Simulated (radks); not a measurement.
The numbers below are computed, except where a source is named.
Spherical quantum dot in the effective-mass picture: electrons in a well V = -V0 / (1 + exp((r - R)/a)) with V0 = 4.65, R = 4.94, a = 0.56, with a point charge +2 (a donor) at the centre, all in effective atomic units (hartree* = m*/eps^2 hartree, bohr* = eps/m* bohr), one dielectric constant everywhere. Level of theory: non-relativistic Kohn-Sham, r2SCAN, spin-polarised, spherical densities, generalised Kohn-Sham scheme (a radial shooting solver with Libxc functionals). Levels are named by radial order and angular momentum (1s, 1p, 1d, 2s, ...), and open shells are averaged over m. Each electron was tried in the lowest free levels, single moves between levels near the top were tried too, and the lowest total energy was kept; such a search can miss a lower state. The series stops at N = 14: beyond it a trial failed or the search could not be trusted, so later rows were left out. At N = 1 the Hartree and exchange-correlation terms need not cancel, so that row can carry a self-interaction error.

N	open shells	2S	E (hartree*)	mu = E(N) - E(N-1) (hartree*)	addition energy mu(N+1) - mu(N) (hartree*)	rms radius (bohr*)
1	1s(up 1, down 0)	1	-6.64609	-6.6461	1.103	0.8677
2	none	0	-12.1888	-5.5427	1.434	1.071
3	1p(up 1, down 0)	1	-16.2975	-4.1087	0.2621	1.768
4	1p(up 2, down 0)	2	-20.1441	-3.8466	0.2854	2.080
5	1p(up 3, down 0)	3	-23.7052	-3.5611	0.2951	2.281
6	1p(up 3, down 0) 2s(up 1, down 0)	4	-26.9713	-3.2661	0.4063	2.452
7	1p(up 3, down 0)	3	-29.8310	-2.8597	0.2476	2.585
8	1p(up 3, down 2) 2s(up 1, down 0)	2	-32.4431	-2.6121	0.2495	2.673
9	2s(up 1, down 0)	1	-34.8058	-2.3626	0.2658	2.759
10	none	0	-36.9026	-2.0968	0.5123	2.839
11	1d(up 1, down 0)	1	-38.4871	-1.5845	0.2398	2.923
12	1d(up 2, down 0)	2	-39.8319	-1.3447	0.2406	2.996
13	1d(up 3, down 0)	3	-40.9360	-1.1042	0.2403	3.061
14	1d(up 4, down 0)	4	-41.8000	-0.86391	-	3.120

All shells are closed at N = 2, 10 (there: 1s2 1p6 2s2); the second difference of the energy has clear peaks (12 % above both neighbours; the first and last values, which can be the largest, are not judged, and half-filled shells can peak too) at N = 2, 6, 10.
